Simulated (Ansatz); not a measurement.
Consider the redistribution: `C[O][Al]([F])[SH]` + `[NH2][SnH2][OH]` → `[NH2][Al]([F])[SH]` + `C[O][SnH2][OH]`.

Computed with Ansatz on PBE0-D4/def2-TZVP structures; ΔE is electronic, products minus reactants. CBS: MP2 limit from def2 TZ/QZ plus the TZ coupled-cluster correction, frozen cores. This one scheme is used for every species. Elements past krypton have def2 core potentials. For Sn outer-core shells are correlated without core-valence functions, which leaves a few kJ/mol of doubt a bond. Each species was taken in one conformer, which may not be the lowest.

| species | SCS-MP2/def2-QZVPP energy (Eh) |
| --- | --- |
| `C[O][Al]([F])[SH]` | -855.25294 |
| `[NH2][SnH2][OH]` | -346.63867 |
| `[NH2][Al]([F])[SH]` | -796.15319 |
| `C[O][SnH2][OH]` | -405.73213 |

(1) Work out ΔE.

Largest T1 diagnostic among the species: 0.014.

Answers

(1) ΔE = (-796.15319) + (-405.73213) − (-855.25294) − (-346.63867) = 0.00629 Eh = +16.5 kJ/mol. CCSD(T)/CBS gives +14.4 kJ/mol.
